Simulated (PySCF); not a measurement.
Ethyl isovalerate, C₇H₁₄O₂.
Structure used (PBE0-D3(BJ)/def2-SVP), in Å, numbered top down from 1:
```
atom  x, y, z in Å
C1     3.4424   -0.3417   -0.0649
C2     2.1647   -1.1497   -0.0394
O3     1.0344   -0.3672   -0.4211
C4     0.4779    0.3995    0.5293
O5     0.8823    0.4468    1.6623
C6    -0.7117    1.1470   -0.0070
C7    -1.8672    0.2218   -0.4114
C8    -2.3453   -0.6214    0.7654
C9    -3.0073    1.0336   -1.0127
H10    4.3017   -0.9891    0.1665
H11    3.4069    0.4601    0.6859
H12    3.6051    0.1047   -1.0572
H13    2.1972   -1.9719   -0.7680
H14    1.9881   -1.5677    0.9633
H15   -1.0347    1.8514    0.7736
H16   -0.3856    1.7282   -0.8846
H17   -1.4780   -0.4586   -1.1887
H18   -1.5415   -1.2533    1.1733
H19   -3.1707   -1.2846    0.4644
H20   -2.7099    0.0188    1.5854
H21   -2.6702    1.6263   -1.8773
H22   -3.8246    0.3784   -1.3510
H23   -3.4267    1.7329   -0.2704
```

The closed-shell ground state was solved at several levels (PySCF, density fitting, gas phase, non-relativistic).

```csv
level,basis functions,HOMO (eV),LUMO (eV),gap (eV),dipole (D)
PBE0/pcSseg-1,223,-7.77,0.36,8.13,1.93
KT2/pcSseg-1,223,-6.29,-0.74,5.55,1.86
```

Task: What might CAM-B3LYP/def2-SVPD (298 basis functions) give for the same quantities?

Result: HOMO -9.34 eV, LUMO 1.15 eV, gap 10.49 eV, dipole 2.02 D.

Task: Over all these levels, which gives the widest orbital gap and which the narrowest?

Result: CAM-B3LYP/def2-SVPD (range-separated hybrid) has the widest, 10.49 eV, and KT2/pcSseg-1 (GGA) the narrowest, 5.55 eV. Functional and basis both differ between the two, so the spread mixes both effects.

Task: How far do the dipole and the HOMO energy spread over the levels?

Result: The dipole runs from 1.86 to 2.02 D (mean 1.93 D) and the HOMO from -9.34 to -6.29 eV.

One conformer stands for the species.
